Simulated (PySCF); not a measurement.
A run for PySCF: R-B3LYP/LANL2DZ on BiCl3 (SMILES [Cl][Bi]([Cl])[Cl]), a point of a bond scan (R = 3.676 Å).

```python
from pyscf import gto, scf, dft, mp
from pyscf.data.elements import chemcore

mol = gto.M(
    atom='''
    Bi    0.00034813    0.00075578    0.45198192
    Cl   -2.80312962   -1.57877559   -1.32456409
    Cl    0.02324247    2.14208345   -0.73918069
    Cl    1.84369489   -1.09350832   -0.73517245
    ''',
    basis='lanl2dz',
    ecp={'Bi': 'lanl2dz', 'Cl': 'lanl2dz'},
    charge=0, spin=0, verbose=3, max_memory=1800)
mf = dft.RKS(mol, xc='b3lyp')
mf.conv_tol = 1e-8
mf.max_cycle = 100
mf.kernel()
if not mf.converged:
    mf = mf.newton().run(mf.mo_coeff, mf.mo_occ)
```

Question: Predict the final total energy.

Answer: -50.3263 hartree.
